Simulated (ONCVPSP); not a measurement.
An all-electron radial function and its pseudo partner (Li)

Columns: radius, all-electron u(r) and pseudo u(r) of the 1s shell (level -51.85 eV) of lithium in the configuration 1s2 2s1; PBE, non-relativistic, ONCV scheme, ONCVPSP 4.0.1.

```
r (bohr)  all-electron  pseudo
   0.050        0.4002  0.2478
   0.100        0.6893  0.4838
   0.150        0.8921  0.6977
   0.200        1.0286  0.8811
   0.250        1.1141  1.0283
   0.300        1.1602  1.1356
   0.350        1.1772  1.2037
   0.400        1.1718  1.2339
   0.450        1.1504  1.2322
   0.500        1.1170  1.2039
   0.550        1.0753  1.1566
   0.600        1.0280  1.0967
   0.650        0.9772  1.0297
   0.700        0.9244  0.9604
   0.750        0.8710  0.8925
   0.800        0.8179  0.8284
   0.850        0.7657  0.7696
   0.900        0.7151  0.7160
   0.950        0.6663  0.6664
   1.000        0.6197  0.6197
   1.050        0.5754  0.5754
   1.100        0.5334  0.5334
   1.150        0.4938  0.4938
   1.200        0.4566  0.4566
   1.250        0.4217  0.4217
   1.300        0.3891  0.3891
```

(1) How many radial nodes do the two functions have?

(2) At about which radius was the pseudo-wave matched?

(3) Is the pseudo-wave norm-conserving?

## Answers

(1) The all-electron 1s function has n − l − 1 = 0; the pseudo-wave has 0.

(2) 1.00 bohr, where the columns begin to agree (steps of 0.05 bohr).

(3) Yes: the ONCV scheme keeps the norm inside the radius equal to the all-electron one, which fixes the energy derivative of the logarithmic derivative at the level.
